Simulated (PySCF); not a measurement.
# Ni²³⁺: ionisation energy

Ni²³⁺ [He] 2s2 2p1 [2p1/2^1, M_J = 1/2] → Ni²⁴⁺ [He] 2s2, as a difference of total energies. Computed with PySCF 2.14 in an uncontracted even-tempered set (17 s from 6.6 bohr⁻², ratio 2.4; 11 p from 8.6 bohr⁻², ratio 2.4; 5 d from 29 bohr⁻², ratio 2.6; 4 f from 44 bohr⁻², ratio 2.6), with the two-component X2C-1e Hamiltonian. Correlated levels: nothing frozen; the 28 highest virtual spinors dropped. "Screened" scales the spin-orbit matrix elements by Boettger's factors to mimic the two-electron term; Breit and QED terms are absent.

```json
{"method": "GHF (spin-free)", "ionisation energy (eV)": "2119.7"}
{"method": "GMP2 (spin-free)", "ionisation energy (eV)": "2119.1"}
{"method": "GHF (screened spin-orbit)", "ionisation energy (eV)": "2134.0"}
{"method": "GMP2 (screened spin-orbit)", "ionisation energy (eV)": "2133.3"}
```

For comparison: 2130.5 ± 0.9 eV (semi-empirical (NIST evaluation); NIST Atomic Spectra Database, ionization energies).
